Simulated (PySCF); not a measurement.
C2HCl2, SMILES [CH]=C(Cl)Cl, multiplicity 2.

The structure is a stationary point at PBE0-D3(BJ)/def2-SVP. The isomer is the one that the SMILES or the coordinates give; other isomers of the formula were not compared.

Method: TDA-LC-ωPBE/def2-SVPD (PySCF 2.14.0).

Vertical excitations. Gas-phase values at a fixed geometry.

```csv
state,energy (eV),λ (nm),f,main pairs
root 1,2.55,487,0.001,β HOMO→LUMO 92 %
root 2,4.19,296,0.000,"α HOMO→LUMO 43 %, β HOMO→LUMO+1 44 %"
root 3,5.29,234,0.002,α HOMO−1→LUMO 90 %
root 4,5.83,213,0.001,β HOMO−1→LUMO 88 %
root 5,5.87,211,0.000,"α HOMO→LUMO+1 8 %, β HOMO→LUMO+2 41 %, β HOMO−2→LUMO 30 %"
root 6,6.21,200,0.005,β HOMO−3→LUMO 73 %
root 7,6.66,186,0.000,"α HOMO→LUMO+1 11 %, β HOMO−2→LUMO 54 %, β HOMO→LUMO+2 13 %"
root 8,6.93,179,0.000,"α HOMO→LUMO+1 54 %, β HOMO→LUMO+2 18 %"
root 9,7.00,177,0.000,"α HOMO−3→LUMO+1 13 %, α HOMO→LUMO+3 6 %, β HOMO−2→LUMO+2 16 %, β HOMO−2→LUMO 10 %, β HOMO−4→LUMO 10 %, β HOMO→LUMO+4 8 %"
root 10,7.05,176,0.025,"α HOMO−1→LUMO+1 24 %, α HOMO−2→LUMO+1 20 %, β HOMO−3→LUMO 11 %, β HOMO−1→LUMO+2 8 %"
```
Unrestricted roots are not spin-pure.
